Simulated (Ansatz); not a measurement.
ZnCl, SMILES [Cl][Zn] (connectivity only; charge and spin as stated), neutral, multiplicity 2.

Coordinates come from a PBE-D3(BJ)/def2-TZVP optimisation. The spin state was assumed, not searched.

Two levels are set side by side: PBE/def2-TZVPD (Ansatz, a quantum-chemistry and plane-wave program) and PBE0/def2-TZVPD (Ansatz). Energy differences of separate SCF runs at the same geometry; the states with an electron removed or added have multiplicity 1 and 1. Differences are taken from unrounded values.

```csv
quantity,PBE0,PBE,PBE minus PBE0
vertical ionisation energy (eV),8.99,8.99,0.00
vertical electron affinity (eV),1.72,1.82,0.10
```
